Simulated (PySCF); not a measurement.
The free ion Pd5+ in its d5 configuration.

Method (PySCF 2.14, density fitting): CASSCF(5,5) with orbitals averaged over all microstates of the shell, strongly contracted NEVPT2 on the averaged canonical orbitals; basis x2c-TZVPall; spin-free X2C; gas phase; spin-orbit coupling by state interaction with the mean-field operator over all roots.

CASSCF energies above the lowest CASSCF root:

```
state  CASSCF / cm⁻¹
   6S              0
   4G          33141
   4P          38786
   4D          40752
   2I          47589
   2D          54250
   4F          55096
   2F          55408
   2H          58670
   2G          59550
   2F          63899
   2S          70423
   2D          78243
   2G          85854
   2P         104339
   2D         113316
```

**Question.** How does dynamic correlation (SC-NEVPT2) move these states?

**Answer.** 
| state | NEVPT2 / cm⁻¹ | shift / cm⁻¹ |
| --- | --- | --- |
| 6S | 0 | 0 |
| 4G | 30502 | -2639 |
| 4P | 35372 | -3414 |
| 4D | 36740 | -4012 |
| 2I | 44320 | -3268 |
| 2D | 49160 | -5090 |
| 4F | 50408 | -4688 |
| 2F | 50654 | -4755 |
| 2H | 54309 | -4362 |
| 2G | 54136 | -5413 |
| 2F | 57693 | -6206 |
| 2S | 63076 | -7347 |
| 2D | 70878 | -7365 |
| 2G | 78243 | -7611 |
| 2P | 94024 | -10315 |
| 2D | 102997 | -10319 |

In the ligand-field fit B goes from 1087 to 964 cm⁻¹, C goes from 4454 to 4134 cm⁻¹.

These are spin-free levels; spin-orbit coupling mixes and splits them, by more than some of the gaps here.
